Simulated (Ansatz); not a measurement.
`F[SiH2]O[SiH](Cl)Cl`. Charge 0, multiplicity 1. The structure was optimised at the PBE0-D4/def2-TZVP level. It is one conformer, not always the lowest.

```xyz
9

F    -0.294    1.045   -2.578
Si    0.584    0.771   -1.283
O    -0.356   -0.038   -0.230
Si   -0.691   -0.764    1.167
Cl    0.599   -2.312    1.461
Cl   -0.478    0.564    2.697
H     1.732   -0.069   -1.676
H     0.973    2.074   -0.709
H    -2.068   -1.270    1.151
```

**Question.** What is the dipole moment at r2SCAN/def2-TZVPP? (An estimate is asked.)

**Answer.** Ansatz gave: 0.29 D, with components (0.28, 0.05, 0.06) D in this frame, pointing from negative to positive charge.

**Question.** And with PBE, B3LYP, ωB97M-V? (Best estimate.)

**Answer.** The calculation gave: PBE 0.31 D, B3LYP 0.34 D, ωB97M-V 0.33 D.

**Question.** Give the Mulliken charges with r2SCAN, ωB97M-V, B3LYP in def2-TZVPP. (An estimate is asked.)

**Answer.** Computed: 
| atom | r2SCAN | ωB97M-V | B3LYP |
| --- | --- | --- | --- |
| F1 | -0.31 | -0.30 | -0.31 |
| Si2 | 0.67 | 0.56 | 0.65 |
| O3 | -0.37 | -0.34 | -0.33 |
| Si4 | 0.66 | 0.52 | 0.62 |
| Cl5 | -0.22 | -0.18 | -0.22 |
| Cl6 | -0.22 | -0.18 | -0.22 |
| H7 | -0.08 | -0.04 | -0.07 |
| H8 | -0.08 | -0.04 | -0.07 |
| H9 | -0.05 | -0.01 | -0.05 |

B3LYP here is the variant with VWN-RPA as its local correlation; programs differ in this.
